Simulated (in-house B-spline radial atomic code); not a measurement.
Orbital energies and mean radii along the 64-electron series, configuration 1s2 2s2 2p6 3s2 3p6 3d10 4s2 4p6 4d10 4f5/2(6) 4f7/2(4) 5s2 5p6. The effective charge is n√(-2ε), a non-relativistic measure. Computed with a radial B-spline atomic code at the basis-set limit: Dirac-Hartree-Fock, jj configuration that fills j = l - 1/2 first, finite nuclei.

```json
{"ion": "Dy2+", "Z": "66", "energy of 4f7/2 (Eh)": "-0.92899", "mean radius of 4f7/2 (bohr)": "0.8479", "energy of 4d5/2 (Eh)": "-6.7991", "mean radius of 4d5/2 (bohr)": "0.61681", "energy of 5s1/2 (Eh)": "-2.696", "mean radius of 5s1/2 (bohr)": "1.3287", "effective charge of 4f7/2": "5.4523"}
{"ion": "Ho3+", "Z": "67", "energy of 4f7/2 (Eh)": "-1.6599", "mean radius of 4f7/2 (bohr)": "0.77366", "energy of 4d5/2 (Eh)": "-7.7739", "mean radius of 4d5/2 (bohr)": "0.60102", "energy of 5s1/2 (Eh)": "-3.3622", "mean radius of 5s1/2 (bohr)": "1.274", "effective charge of 4f7/2": "7.2882"}
{"ion": "Er4+", "Z": "68", "energy of 4f7/2 (Eh)": "-2.4908", "mean radius of 4f7/2 (bohr)": "0.71969", "energy of 4d5/2 (Eh)": "-8.8566", "mean radius of 4d5/2 (bohr)": "0.58551", "energy of 5s1/2 (Eh)": "-4.0983", "mean radius of 5s1/2 (bohr)": "1.2217", "effective charge of 4f7/2": "8.9278"}
```
